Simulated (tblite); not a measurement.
Record of a relaxation.

C₄H₈AlCl₄N.
SMILES with atom numbers: `[NH3+:1][Al@@H-:2]([Cl:3])[C@H:4]1[CH2:5][C@@H:6]1[C:7]([Cl:8])([Cl:9])[Cl:10]` (hydrogens: H11, H12, H13 on N1; H14 on Al2; H15 on C4; H16, H17 on C5; H18 on C6)

Computed with GFN2-xTB (tblite), gas phase: L-BFGS steps from a force-field or distance-geometry start until the largest atomic force falls under 0.01 eV/Å. 6 of its 264 geometries are shown.

Step 0: E = -948.2373 eV, largest atomic force 3.596 eV/Å
```
atom  x, y, z in Å  |  force x, y, z in eV/Å
N1     -2.469    0.315   -0.844   -0.596   0.880  -0.565
Al2    -1.736   -0.514    0.713   -0.332  -2.451   2.610
Cl3    -2.451   -2.627    0.817    0.432   1.723  -0.415
C4      0.245   -0.454    0.743   -0.394  -0.088   0.785
C5      0.982   -1.006   -0.444   -0.805  -0.083  -0.705
C6      0.996    0.476   -0.151    0.072  -0.091  -0.431
C7      2.356    1.008    0.178   -0.205  -0.186  -0.142
Cl8     2.395    1.942    1.700    0.109  -0.056  -0.220
Cl9     3.471   -0.380    0.271    1.514   1.038   0.783
Cl10    2.926    2.011   -1.183    0.037   0.221   0.140
H11    -3.338    0.835   -0.552    0.815  -0.632  -0.556
H12    -2.678   -0.452   -1.516    0.006   0.759   0.209
H13    -1.784    1.004   -1.217   -0.688  -0.534  -0.066
H14    -2.237    0.189    2.056   -0.134   0.105  -0.685
H15     0.689   -0.638    1.744    0.028  -0.072  -0.746
H16     0.441   -1.231   -1.377    0.138  -0.424   0.599
H17     1.868   -1.603   -0.208   -1.039   0.083  -0.732
H18     0.318    1.131   -0.740    1.043  -0.191   0.137
```

Step 53: E = -949.5525 eV, largest atomic force 0.094 eV/Å
```
atom  x, y, z in Å  |  force x, y, z in eV/Å
N1     -2.395    0.270   -0.743   -0.012   0.006  -0.007
Al2    -1.646   -0.636    0.994   -0.045   0.033   0.043
Cl3    -2.746   -2.349    1.048    0.006  -0.001  -0.012
C4      0.324   -0.721    0.614   -0.006   0.024   0.008
C5      0.968   -1.016   -0.720   -0.002  -0.010  -0.011
C6      1.000    0.377   -0.183    0.007   0.008   0.001
C7      2.273    1.012    0.267   -0.002   0.050   0.079
Cl8     1.905    2.331    1.426    0.012  -0.029  -0.014
Cl9     3.398   -0.101    1.049    0.009  -0.012  -0.029
Cl10    3.111    1.763   -1.133    0.016  -0.029   0.008
H11    -3.324    0.587   -0.468    0.019  -0.032  -0.005
H12    -2.506   -0.369   -1.528    0.001  -0.003   0.016
H13    -1.876    1.083   -1.063   -0.016  -0.016   0.022
H14    -2.057    0.490    1.966    0.001   0.012  -0.021
H15     0.955   -1.062    1.438   -0.011   0.017   0.006
H16     0.340   -1.198   -1.580   -0.002  -0.020  -0.041
H17     1.890   -1.577   -0.730    0.038   0.009  -0.035
H18     0.376    1.123   -0.664   -0.013  -0.008  -0.010
```

Step 105: E = -949.5706 eV, largest atomic force 0.095 eV/Å
```
atom  x, y, z in Å  |  force x, y, z in eV/Å
N1     -2.493    0.129   -0.784   -0.014  -0.008  -0.011
Al2    -1.633   -0.503    1.011   -0.018  -0.012   0.003
Cl3    -2.692   -2.194    1.419   -0.020   0.017   0.012
C4      0.309   -0.711    0.548   -0.004   0.011   0.010
C5      0.946   -0.904   -0.810   -0.007  -0.006   0.008
C6      1.032    0.429   -0.144   -0.008   0.033   0.017
C7      2.338    0.961    0.344    0.065  -0.050   0.047
Cl8     2.070    2.242    1.562   -0.025  -0.028  -0.001
Cl9     3.374   -0.278    1.068    0.024   0.017   0.002
Cl10    3.251    1.704   -1.014   -0.016  -0.005  -0.012
H11    -3.497    0.128   -0.614   -0.003  -0.001   0.030
H12    -2.322   -0.466   -1.593    0.026   0.007  -0.004
H13    -2.226    1.083   -1.013    0.024  -0.029  -0.022
H14    -1.988    0.792    1.774    0.011  -0.014  -0.002
H15     0.921   -1.163    1.333    0.005   0.022  -0.006
H16     0.324   -0.989   -1.690    0.005   0.005  -0.007
H17     1.852   -1.491   -0.866   -0.006  -0.005  -0.029
H18     0.427    1.235   -0.543   -0.038   0.045  -0.035
```

Step 158: E = -949.6347 eV, largest atomic force 0.067 eV/Å
```
atom  x, y, z in Å  |  force x, y, z in eV/Å
N1     -2.570   -0.414   -0.850   -0.026   0.008   0.017
Al2    -1.574   -0.118    0.953    0.031   0.018   0.044
Cl3    -2.702   -1.265    2.201    0.013   0.022   0.011
C4      0.277   -0.670    0.413    0.003  -0.010  -0.010
C5      0.823   -0.538   -0.991    0.018  -0.017  -0.005
C6      1.071    0.554   -0.007    0.010  -0.006   0.022
C7      2.427    0.834    0.545    0.017  -0.007   0.007
Cl8     2.274    1.525    2.189   -0.003   0.004   0.011
Cl9     3.465   -0.595    0.651   -0.020   0.019  -0.014
Cl10    3.261    2.052   -0.473    0.031  -0.029   0.002
H11    -3.574   -0.326   -0.707    0.004   0.043  -0.002
H12    -2.392   -1.353   -1.203    0.022  -0.036  -0.020
H13    -2.286    0.258   -1.557   -0.032   0.004  -0.030
H14    -1.712    1.424    1.033   -0.042  -0.051  -0.013
H15     0.876   -1.360    1.008    0.002   0.006   0.006
H16     0.155   -0.315   -1.812    0.027  -0.011   0.004
H17     1.657   -1.166   -1.270   -0.009   0.033  -0.020
H18     0.515    1.478   -0.136   -0.044   0.010  -0.007
```

Step 210: E = -949.6872 eV, largest atomic force 0.057 eV/Å
```
atom  x, y, z in Å  |  force x, y, z in eV/Å
N1     -2.657   -1.034   -0.709    0.013   0.037  -0.042
Al2    -1.623    0.188    0.623    0.003  -0.005   0.006
Cl3    -2.594   -0.128    2.380   -0.011  -0.004   0.011
C4      0.227   -0.474    0.257    0.006   0.010  -0.003
C5      0.754    0.034   -1.065    0.017  -0.010  -0.002
C6      1.161    0.718    0.195   -0.003  -0.007  -0.006
C7      2.556    0.630    0.714    0.004   0.007  -0.003
Cl8     2.557    0.850    2.490    0.002   0.010   0.016
Cl9     3.344   -0.912    0.358    0.007  -0.020  -0.003
Cl10    3.570    1.929    0.009    0.001   0.010  -0.004
H11    -3.662   -0.970   -0.560    0.001   0.013  -0.012
H12    -2.389   -2.013   -0.627    0.006  -0.005   0.010
H13    -2.456   -0.727   -1.658   -0.020  -0.041   0.035
H14    -1.839    1.541   -0.096   -0.008   0.014   0.000
H15     0.733   -1.375    0.600    0.004  -0.001  -0.013
H16     0.080    0.589   -1.705   -0.005   0.002   0.002
H17     1.497   -0.542   -1.598   -0.012   0.013   0.011
H18     0.733    1.701    0.381   -0.006  -0.024  -0.002
```

Step 263: E = -949.6945 eV, largest atomic force 0.008 eV/Å
```
atom  x, y, z in Å  |  force x, y, z in eV/Å
N1     -2.645   -1.036   -0.729   -0.003  -0.002   0.000
Al2    -1.617    0.168    0.619    0.001   0.005   0.002
Cl3    -2.619   -0.186    2.354    0.000   0.000   0.000
C4      0.235   -0.489    0.247   -0.002   0.000   0.000
C5      0.746    0.070   -1.060    0.003   0.007  -0.002
C6      1.154    0.715    0.220   -0.004  -0.004  -0.003
C7      2.557    0.635    0.720   -0.006  -0.003   0.002
Cl8     2.581    0.834    2.498    0.005   0.001  -0.005
Cl9     3.354   -0.896    0.333    0.003  -0.002   0.003
Cl10    3.548    1.953    0.016   -0.003   0.000   0.003
H11    -3.622   -0.756   -0.776    0.007   0.000  -0.002
H12    -2.611   -2.007   -0.422   -0.001  -0.001  -0.002
H13    -2.252   -0.987   -1.665   -0.004  -0.002  -0.001
H14    -1.829    1.538   -0.068    0.000  -0.002   0.002
H15     0.750   -1.397    0.551    0.003   0.000   0.006
H16     0.059    0.640   -1.675    0.000   0.002   0.000
H17     1.493   -0.475   -1.617   -0.001  -0.001  -0.001
H18     0.711    1.684    0.442    0.003   0.000  -0.001
```

**Question.** Summarise the path.

**Answer.** The energy falls by 140.61 kJ/mol from step 0 to step 263; nine tenths of that is first reached at step 49. It rises by more than 0.2 meV at step 137. The largest force goes from 3.596 to 0.008 eV/Å. Among the bonds Al2–Cl3 changes most, from 2.233 to 2.034 Å; the atoms move by 1.588 Å rms after alignment.

What follows is the cost of the whole relaxation. On an Arm Neoverse V1 with one thread, no GPU (shared host), this took 3.8 s of wall time.
